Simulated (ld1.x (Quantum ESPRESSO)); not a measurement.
**Pseudopotential generation for dysprosium (Dy): RRKJ, Wu–Cohen, scalar-relativistic.**

Input for ld1.x (Quantum ESPRESSO) 7.5:

```
&input
   title='Dy', zed=66., rel=1, dft='WC', iswitch=3,
   config='[Xe] 4f10 5d0 6s0 6p0',
   nld=4, rlderiv=2.40, eminld=-7.0, emaxld=5.0, deld=0.02
 /
 &inputp
   pseudotype=2, tm=.false., lloc=1,
   nlcc=.false.,
   file_pseudopw='Dy.UPF', file_wfcaegen='ae.wfc', file_wfcncgen='nc.wfc', file_beta='beta', file_chi='chi'
 /
4
5S  1  0   2.00   0.00  1.50  1.50  0.0
5D  3  2   0.00   0.00  2.00  2.00  0.0
4F  4  3  10.00   0.00  1.20  1.20  0.0
5P  2  1   6.00   0.00  2.20  2.20  0.0
 &test
   configts(1)='4f10 5s2 5p6 5d0 6s0 6p0'
 /
```

Command:

```bash
ld1.x < Dy.in > Dy.out
```

Output (shortened: banner, matrices, multipoles, cross overlaps and the repeated all-electron block are left out):

```
[... start of the log left out ...]
     Exc  =    -523.440444 Ry,    -261.720222 Ha,   -7121.770052 eV

     normalization and overlap integrals

     s(1S/1S) =  1.000000  <r> =   0.0211  <r2> =    0.0006  r(max) =   0.0134
     s(2S/2S) =  1.000000  <r> =   0.0898  <r2> =    0.0095  r(max) =   0.0760
     s(2P/2P) =  1.000000  <r> =   0.0795  <r2> =    0.0077  r(max) =   0.0614
     s(3S/3S) =  1.000000  <r> =   0.2346  <r2> =    0.0629  r(max) =   0.2145
     s(3P/3P) =  1.000000  <r> =   0.2334  <r2> =    0.0631  r(max) =   0.2118
     s(4S/4S) =  1.000000  <r> =   0.5300  <r2> =    0.3171  r(max) =   0.4955
     s(4P/4P) =  1.000000  <r> =   0.5617  <r2> =    0.3590  r(max) =   0.5145
     s(3D/3D) =  1.000000  <r> =   0.2121  <r2> =    0.0528  r(max) =   0.1734
     s(5S/5S) =  1.000000  <r> =   1.2996  <r2> =    1.9017  r(max) =   1.1593
     s(5P/5P) =  1.000000  <r> =   1.5335  <r2> =    2.6721  r(max) =   1.3302
     s(4D/4D) =  1.000000  <r> =   0.6100  <r2> =    0.4321  r(max) =   0.5341
     s(4F/4F) =  1.000000  <r> =   0.8663  <r2> =    1.0198  r(max) =   0.5408
     s(5D/5D) =  1.000000  <r> =   2.4567  <r2> =    7.0925  r(max) =   1.9114
     s(6S/6S) =  1.000000  <r> =   3.3931  <r2> =   12.8732  r(max) =   3.0736
     s(6P/6P) =  1.000000  <r> =   4.1957  <r2> =   19.7088  r(max) =   3.7541

     ------------------------ End of All-electron run ------------------------

     --------------------- Generating NC pseudopotential ---------------------

      Generating local pot.: lloc=1, matching radius rcloc =   2.2000

      Wfc   5S  rcut= 1.507  Estimated cut-off energy=       56.77 Ry
     l=   0 Node at 0.42649495
      This function has    1 nodes for 0 < r <    1.507

 %%%%%%%%%%%%%%%%%%%%%%%%%%%%%%%%%%%%%%%%%%%%%%%%%%%%%%%%%%%%%%%%%%%%%%%%%%%%%%
     Error in routine compute_phi (1):
     phi has nodes before r_c
 %%%%%%%%%%%%%%%%%%%%%%%%%%%%%%%%%%%%%%%%%%%%%%%%%%%%%%%%%%%%%%%%%%%%%%%%%%%%%%

     stopping ...
```

The run stopped because the RRKJ expansion in Bessel functions gave a pseudo-wave with a node inside its radius.

The run took about 0.16 s on one core of a shared server CPU.
